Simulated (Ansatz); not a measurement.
Computed with Ansatz on PBE0-D4/def2-TZVP structures; ΔE is electronic, products minus reactants. CCSD(T)/CBS is the MP2 limit (def2-TZVPP, def2-QZVPP) plus CCSD(T) − MP2 in def2-TZVPP, frozen cores. DFT in def2-TZVPP. B3LYP here is the variant with VWN-RPA as its local correlation; programs differ in this. For Ge outer-core shells are correlated without core-valence functions, which leaves a few kJ/mol of doubt a bond. Scalar relativity is left out up to krypton. Each species was taken in one conformer, which may not be the lowest.

Consider the ligand exchange at the Si–C bond: `[SiH3]C1=CC1Cl` + `[OH][GeH2][O][SiH3]` → `[SiH3][O][GeH2][O][SiH3]` + `ClC1C=C1`.

`[SiH3]C1=CC1Cl`:

Cartesian coordinates in Å:
```
Si -0.711 -1.376 0.709
C -0.145 0.138 -0.179
C -0.125 0.941 -1.207
C 0.796 1.289 -0.143
Cl 2.555 0.996 -0.349
H -1.289 -0.970 2.014
H -1.734 -2.079 -0.103
H 0.462 -2.254 0.936
H -0.477 1.178 -2.198
H 0.669 2.138 0.520
```

`[OH][GeH2][O][SiH3]`:

Cartesian coordinates in Å:
```
O -0.254 -0.513 -2.097
Ge 0.597 -1.128 -0.671
O 0.646 0.141 0.560
Si -0.496 1.052 1.301
H 0.226 0.180 -2.555
H 2.067 -1.439 -0.979
H -0.255 -2.300 -0.180
H -0.839 2.244 0.482
H 0.047 1.500 2.608
H -1.739 0.262 1.530
```

`[SiH3][O][GeH2][O][SiH3]`:

Z-matrix (Å, degrees):
```
Si
O 1 1.639
H 1 1.490 2 110.6
H 1 1.484 2 108.1 3 119.8
H 1 1.486 2 110.7 3 -120.4
Ge 2 1.764 1 134.6 3 36.1
O 6 1.764 2 107.8 1 59.7
H 6 1.531 2 110.0 1 -55.6
H 6 1.531 2 106.1 1 177.5
Si 7 1.639 6 134.6 2 59.6
H 10 1.486 7 110.7 6 -84.3
H 10 1.484 7 108.1 6 155.8
H 10 1.490 7 110.6 6 36.1
```

`ClC1C=C1`:

```xyz
7

Cl    1.537   -1.038   -1.123
C     0.295   -0.594    0.101
C     0.068    0.815    0.430
C    -0.845    0.239   -0.287
H     0.237   -1.401    0.824
H     0.470    1.694    0.905
H    -1.762    0.286   -0.849
```

```csv
level,ΔE (kcal/mol),difference from CCSD(T)/CBS
PBE-D4,-14.7,3.5
ωB97M-V,-18.1,0.1
B2PLYP,-18.2,0.0
PBE0,-16.0,2.2
B3LYP,-17.7,0.5
HF/def2-QZVPP,-22.7,-4.5
MP2/def2-QZVPP,-18.1,0.1
SCS-MP2/def2-QZVPP,-18.9,-0.7
HF/CBS(def2),-22.8,-4.6
CCSD/CBS(def2),-19.0,-0.8
CCSD(T)/CBS,-18.2,0
```

Largest T1 diagnostic among the species: 0.012.

In def2-TZVPP, CCSD(T) changes the Hartree–Fock value by +4.2 kcal/mol (the triples alone add +0.7 kcal/mol) and MP2 by +4.5 kcal/mol. From PBE to PBE0 (25 % exact exchange), in def2-TZVPP and without D4, ΔE moves by −1.6 kcal/mol.
